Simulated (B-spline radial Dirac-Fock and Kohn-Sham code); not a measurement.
# How the settings move the core levels of Rb²⁺

ΔSCF core binding energies without Breit or QED terms, calculated with a radial finite-basis atomic code. Keys: rel is the Hamiltonian (dirac, or spin-free x2c and nr, where L3 and M5 stand for the whole 2p and 3d shells), method is hf or an exchange,correlation pair (spin-unpolarised, also for the hole states), nuc the nuclear model, radius_factor scales its radius, rmax is the box in bohr, h the logarithmic mesh step, order the B-spline order, points the quadrature points per cell, c_factor scales the speed of light, and damp, ndamp, maxit and tol steer the iteration. The run stops when the commutator error falls below 10·tol·max(1, Z/10), or the numerical noise floor, and the energy has settled to about 1e-8 Ha; the virial ratio is −V/T.

Base input:

```json
{"items": [{"Z": 37, "q": 2, "cfg": [[1, 0, 2], [2, 0, 2], [2, 1, 6], [3, 0, 2], [3, 1, 6], [3, 2, 10], [4, 0, 2], [4, 1, 5]], "A": 85, "rrms": 4.2036, "do": "settings", "holes": ["K", "L3", "M5"],
  "settings": [{"rel": "dirac", "method": "hf", "nuc": "fermi", "radius_factor": 1.0, "rmax": 45.0, "h": 0.3, "order": 8, "points": 10, "c_factor": 1.0, "maxit": 60, "damp": 0.5, "ndamp": 3, "tol": 1e-08}]}]}
```

The ground state converged in 10 iterations, with total energy -2978.68911 Ha, virial ratio 1.97197 and highest orbital energy -39.49 eV. ΔSCF binding energies: K (1s) 15263.6 eV, M5 (3d5/2) 137.4 eV. Holes are computed only in closed shells, and unreliable hole states are left out.

Changes from the base run:

| changed setting | Δ total energy (Ha) | Δ K (eV) | Δ M5 (eV) | iterations |
| --- | --- | --- | --- | --- |
| radius_factor = 0.8 | -0.00957 | +0.11 | 0.00 | 10 |
| method = "lda,"; h = 0.18; order = 5 | ? | ? | ? | ? |
| rmax = 25.0 | 0.00000 | 0.00 | 0.00 | 10 |
| rel = "x2c"; nuc = "sphere"; c_factor = 10.0 | +41.06724 | -286.57 | +2.97 | 9 |
| damp = 0.8 | 0.00000 | 0.00 | 0.00 | 10 |
| rel = "x2c" | +0.65230 | -9.62 | +0.63 | 10 |
| c_factor = 10.0 | +41.06191 | -286.47 | +2.96 | 9 |

Task: What does the change method = "lda,"; h = 0.18; order = 5 do?

Result: The total energy moves by +5.27175 Ha and the binding energies by K -7.19 eV, M5 -0.75 eV; the run takes 9 iterations.
